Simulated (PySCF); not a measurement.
Se(SiH3)(OSiH3) (H6OSeSi2), SMILES [SiH3]O[Se][SiH3].

The structure is a stationary point at PBE0-D3(BJ)/def2-SVP. The structure was generated by enumeration, and PubChem lists no compound with its InChIKey, so it may never have been made. Other conformers were not sampled.

Two levels are set side by side: TDDFT-PBE/def2-SVPD (PySCF) and TDDFT-ωB97X/def2-SVPD (PySCF). Vertical, same geometry. The lowest singlet is HOMO→LUMO 100 % with PBE and HOMO→LUMO 95 % with the other functional; states are paired by order. Differences are taken from unrounded values.

| quantity | TDDFT-ωB97X | TDDFT-PBE | TDDFT-PBE minus TDDFT-ωB97X |
|---|---|---|---|
| lowest singlet excitation (eV) | 3.49 | 3.19 | -0.30 |
| lowest triplet excitation (TDA) (eV) | 2.81 | 2.54 | -0.28 |

Functionals without exact exchange tend to place singlet excitations lower, as here. Differences between two approximate levels are no errors against the true value.

Rough cost on one machine, each run with all the roots and properties that it gave: TDDFT-ωB97X against TDDFT-PBE about 8 times.
